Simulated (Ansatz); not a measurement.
Correlation energies of C7H8Cl2Si (`C[Si](Cl)(Cl)c1ccccc1`) by basis set

Cartesian coordinates in Å:
```
C -1.412 1.242 -2.273
Si 0.188 0.428 -1.828
Cl 1.735 1.725 -2.224
Cl 0.468 -1.209 -3.042
C 0.294 -0.110 -0.058
C -0.779 0.089 0.810
C -0.703 -0.313 2.136
C 0.449 -0.921 2.608
C 1.526 -1.126 1.755
C 1.448 -0.724 0.433
H -2.249 0.558 -2.118
H -1.396 1.532 -3.325
H -1.569 2.140 -1.671
H -1.687 0.564 0.454
H -1.545 -0.152 2.799
H 0.511 -1.236 3.644
H 2.428 -1.601 2.124
H 2.295 -0.888 -0.225
```

The species carries charge 0 and has multiplicity 1. All single points use the PBE0-D4/def2-TZVP geometry. It is one conformer, not always the lowest. Frozen core, restricted reference, Ansatz 0.2.0. CBS rows extrapolate triple and quadruple zeta; past MP2 they add the triple-zeta difference.

```json
{"basis": "def2-SVP", "HF (Eh)": "-1477.22667", "MP2 corr.": "-1.27445", "CCSD corr.": "-1.35007", "(T)": "-0.05114", "CCSD(T) total": "-1478.62788"}
{"basis": "def2-TZVPP", "HF (Eh)": "-1477.94126", "MP2 corr.": "-1.61132", "CCSD corr.": "-1.67511", "(T)": "-0.08452", "CCSD(T) total": "-1479.70089"}
{"basis": "def2-QZVPP", "HF (Eh)": "-1477.98668", "MP2 corr.": "-1.73094", "CCSD corr.": "–", "(T)": "–", "CCSD(T) total": "–"}
{"basis": "CBS(def2)", "HF (Eh)": "-1477.99294", "MP2 corr.": "-1.81955", "CCSD corr.": "-1.88334", "(T)": "as TZ", "CCSD(T) total": "-1479.96080"}
```
